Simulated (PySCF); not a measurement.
## Calculated data, ClH3OSi2, CH6OSi2, H3NOSi2, BFH3OSi

Calculation on a computer-drawn molecule: the log of a Hartree-Fock and frozen-core CCSD(T) single point meant for a local Hartree-Fock minimum, with one planted fault or none, to be diagnosed. Offsets are logged minus clean, where the clean run is the same molecule without the fault. The reference is restricted for singlets and unrestricted otherwise, and also for a bond in bohr or an excited solution. Adding or removing an electron swaps singlet and doublet. The excited solution moves the top pair (singlet) or top alpha electron (doublet) to the lowest empty orbital. Highest occupied and lowest empty are orbital energies over both spins, largest force is the largest gradient component, triples share is (T) over the correlation energy, the T1 limit is 0.02 restricted and 0.045 unrestricted, electrons count all cores, a negative frequency is imaginary (commonest isotopes), and the dipole is about the centre of nuclear charge. Program: PySCF 2.14.0.

Common to all runs: meant charge 0; meant basis cc-pV(D+d)Z; logged SCF converged yes; possible faults no fault, one electron removed, one electron added, multiplicity raised by two, geometry at a saddle point, SCF held on an excited solution, minimal basis STO-3G, one bond length entered in bohr, all coordinates scaled.

(1) ClH3OSi2

Logged structure:
```xyz
7
ClH3OSi2
O      0.4261    -3.0896    -0.6516
Si     0.1496    -1.7195     0.2100
Si    -1.4116    -1.8809     2.0123
Cl    -0.9525    -0.3533    -0.9535
H     -0.3005    -3.6353    -0.9146
H      1.4808    -1.1355     0.4214
H     -0.8449    -0.6395     2.6654
```

```
meant multiplicity                : 1
logged electrons                  : 56
logged basis functions            : 98
logged spin squared               : 0
logged highest occupied           : -6.4647 eV
logged lowest empty               : -2.4968 eV
logged largest force              : 0.056693 hartree/bohr
logged dipole magnitude           : 1.9558 debye
logged SCF stable within its kind : no
logged energy HF                  : -1113.84412 hartree
planted fault                     : SCF held on an excited solution
HF energy offset from clean run   : 113.4 kcal/mol
```

Drawn bonds:
```tsv
atom	other atom	order
1	2	1
2	3	1
2	4	1
1	5	1
2	6	1
3	7	1
```

Notes: coupled-cluster numbers left out as unreliable.

(2) CH6OSi2

Logged structure:
```xyz
10
CH6OSi2
O      0.1789    -1.8953     0.8961
Si     0.3460    -0.2956     0.6429
C     -0.4405     0.6543    -0.5081
Si    -0.1514     2.4685    -0.6827
H     -0.4182    -2.3969     0.3596
H      1.3248     0.1848     1.6159
H     -1.1539     0.1891    -1.1853
H      0.8248     3.1617    -3.2228
H      0.8486     2.9079     0.3255
H     -1.3889     3.2643    -0.4740
```

```
meant multiplicity                : 1
logged electrons                  : 48
logged basis functions            : 104
logged spin squared               : 0.8068
logged highest occupied           : -7.607 eV
logged lowest empty               : 1.9749 eV
logged largest force              : 0.011237 hartree/bohr
logged T1 diagnostic              : 0.045518
logged D1 diagnostic              : 0.22378
logged triples share              : 0.034242
logged CC converged               : yes
logged dipole magnitude           : 2.9644 debye
logged SCF stable within its kind : yes
logged energy HF                  : -693.98661 hartree
logged energy CCSD(T)             : -694.56462 hartree
planted fault                     : withheld
```

Drawn bonds:
```tsv
atom	other atom	order
1	2	1
2	3	2
3	4	1
1	5	1
2	6	1
3	7	1
4	8	1
4	9	1
4	10	1
```

Notes: T1 above single-reference limit.

(3) H3NOSi2

Logged structure:
```xyz
7
H3NOSi2
O     -0.7751    -0.7391    -1.3540
Si    -0.5165     0.7869    -0.8861
N      0.3320     1.2177     0.3389
Si     1.4399     1.5819     1.5560
H     -1.3104    -0.9204    -2.1129
H     -1.2086     1.7043    -1.7938
H      0.4799     1.6379     2.7493
```

```
meant multiplicity                : 1
logged electrons                  : 46
logged basis functions            : 31
logged spin squared               : 0
logged highest occupied           : -4.4508 eV
logged lowest empty               : 7.7329 eV
logged largest force              : 0.048439 hartree/bohr
logged T1 diagnostic              : 0.023104
logged D1 diagnostic              : 0.074986
logged triples share              : 0.042214
logged CC converged               : yes
logged dipole magnitude           : 3.2155 debye
logged SCF stable within its kind : yes
logged energy HF                  : -700.42915 hartree
logged energy CCSD(T)             : -700.65595 hartree
planted fault                     : withheld
```

Drawn bonds:
```tsv
atom	other atom	order
1	2	1
2	3	2
3	4	1
1	5	1
2	6	1
4	7	1
```

Notes: T1 above single-reference limit.

(4) BFH3OSi

Logged structure:
```xyz
7
BFH3OSi
O     -1.7126     2.1880    -0.1655
Si    -1.3566     1.1160    -1.3731
B      0.1033    -0.2228    -1.0449
F      0.7622    -0.8184     1.3202
H     -1.7256     1.8713     0.7259
H     -1.2646     1.8971    -2.6216
H      0.6038    -0.8581    -1.9319
```

```
meant multiplicity                : 2
logged electrons                  : 39
logged basis functions            : 80
logged spin squared               : 1.5825
logged highest occupied           : -8.6314 eV
logged lowest empty               : 0.45117 eV
logged largest force              : 0.014788 hartree/bohr
logged T1 diagnostic              : 0.072031
logged D1 diagnostic              : 0.42013
logged triples share              : 0.029439
logged CC converged               : yes
logged dipole magnitude           : 0.96144 debye
logged SCF stable within its kind : yes
logged energy HF                  : -489.54042 hartree
logged energy CCSD(T)             : -490.10617 hartree
planted fault                     : withheld
```

Drawn bonds:
```tsv
atom	other atom	order
1	2	1
2	3	1
3	4	1
1	5	1
2	6	1
3	7	1
```

Notes: T1 above single-reference limit.

**Q.** Give the missing planted fault for CH6OSi2 (entry 2).
**A.** one bond length entered in bohr, row 7 of the drawn bonds

**Q.** Which fault was planted in the run of H3NOSi2 (entry 3)?
**A.** minimal basis STO-3G

**Q.** Which fault was planted in the run of BFH3OSi (entry 4)?
**A.** one bond length entered in bohr, row 3 of the drawn bonds

Further results for CH6OSi2 (entry 2):

```
HF energy offset from clean run      : 69.51 kcal/mol
CCSD(T) energy offset from clean run : 74.68 kcal/mol
```

Further results for H3NOSi2 (entry 3):

```
HF energy offset from clean run      : 5338 kcal/mol
CCSD(T) energy offset from clean run : 5556 kcal/mol
```

Further results for BFH3OSi (entry 4):

```
HF energy offset from clean run      : 109.8 kcal/mol
CCSD(T) energy offset from clean run : 118.9 kcal/mol
```
